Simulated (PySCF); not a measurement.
Two-component Hartree-Fock for Al¹¹⁺ (aluminium, charge +11)

Start: 1s2. Calculated with PySCF 2.14 in an uncontracted even-tempered set (17 s from 0.64 bohr⁻², ratio 2.6; 10 p from 0.83 bohr⁻², ratio 2.6; 7 d from 0.85 bohr⁻², ratio 2.8; 3 f from 44 bohr⁻², ratio 2.8): generalised Hartree-Fock with the X2C-1e Hamiltonian and a Gaussian nucleus; spin-orbit coupling (SO) screened by Boettger's factors.

| spinor shell | electrons | ε, screened SO (eV) | weight of nominal j (screened SO) | rms radius, screened SO (bohr) |
| --- | --- | --- | --- | --- |
| 1s1/2 | 2 | -2086.9 | 1.000 | 0.137 |

| quantity | screened SO |
| --- | --- |
| E (hartree) | -161.32761 |
| M_J | 0 |
| ⟨J²⟩ | 0.000 |
| ⟨L²⟩ | 0.000 |
| ⟨S²⟩ | 0.000 |
